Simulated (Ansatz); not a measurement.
Born–Oppenheimer molecular dynamics of ClF2H2NZr (7 atoms, charge 0, multiplicity 1). It goes on from the last frame of an earlier run, with new velocities.

Method: RKS BLYP/def2-SVP (Ansatz 0.2.0).

* ensemble: NVT, Langevin thermostat
* time step: 1 fs
* steps asked: 100
* set temperature: 2000 K
* friction: 0.02 /fs
* temperature schedule: 25 steps to 2000 K, then 75 steps to 10 K
* seed: 764660

First frame:

```xyz
7
Properties=species:S:1:pos:R:3
Zr 0.032 0.083 0.012
F -0.703 -0.373 1.790
F 1.839 0.243 -0.725
N -0.927 1.616 -0.759
H -1.518 2.019 -0.022
H -0.737 2.056 -1.635
Cl -0.981 -1.866 -0.858
```

Task: How far do the bonds stretch over the last three quarters of this one trajectory? (Pairs bonded in most of those frames.)

Result: 
| bond | mean (Å) | spread (Å) | shortest | longest |
| --- | --- | --- | --- | --- |
| Zr1–F2 | 1.987 | 0.106 | 1.81 | 2.13 |
| Zr1–F3 | 1.936 | 0.045 | 1.86 | 2.01 |
| Zr1–N4 | 2.094 | 0.094 | 1.93 | 2.24 |
| Zr1–Cl7 | 2.520 | 0.141 | 2.29 | 2.70 |
| N4–H5 | 1.063 | 0.070 | 0.93 | 1.20 |
| N4–H6 | 1.045 | 0.046 | 0.97 | 1.15 |

Mean temperature of the second half: 1226 K. The schedule's set-point averaged 673 K over the second half and the system 1226 K, so it lags behind the ramp. A run of 0.1 ps of so small a system gives no equilibrium averages. The orbitals stay closed-shell, which can raise the energy where a bond breaks towards radicals; this wasn't checked here.

Time of the run: 3.2 min on 2 threads of Arm Neoverse V2 (shared host), peak memory 0.14 GiB.
